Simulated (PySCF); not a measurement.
**Fractional electron number in Sc (scandium, neutral)**

The 4s beta orbital of [Ar] 3d1 4s2 is emptied in steps (occupation f), with all orbitals relaxed, ending at [Ar] 3d1 4s1. All numbers are calculated (PySCF 2.14, the non-relativistic Hamiltonian (point nucleus), in def2-SVP). The exact energy is a straight line in f; departures are measured from the line between the end points of the same method.

| f | PBE0 (eV) | r2SCAN (eV) |
| --- | --- | --- |
| 1 | 0.000 | 0.000 |
| 0.8 | -0.266 | -0.335 |
| 0.6 | -0.389 | -0.489 |
| 0.4 | -0.370 | -0.460 |
| 0.2 | -0.224 | -0.264 |
| 0 | 0.000 | 0.000 |

```tsv
method	E(f=0) − E(f=1) (eV)	−ε at f=1 (eV)	−ε at f=0.4 (eV)
PBE0	6.227	4.543	6.666
r2SCAN	6.002	3.878	6.594
```

Orbital energy along the path (eV):

```
  f    PBE0  r2SCAN
  1  -4.543  -3.878
0.8  -5.253  -4.776
0.6  -5.968  -5.690
0.4  -6.666  -6.594
0.2  -7.206  -7.288
  0  -7.162  -6.991
```

As f goes to zero the orbital energy of a semilocal functional can turn back, because the density of that orbital vanishes from the exchange-correlation potential.

Reference removal energy between the ground levels: 6.561 eV (measured; NIST Atomic Spectra Database, ionization energies). The calculation has no spin-orbit coupling.
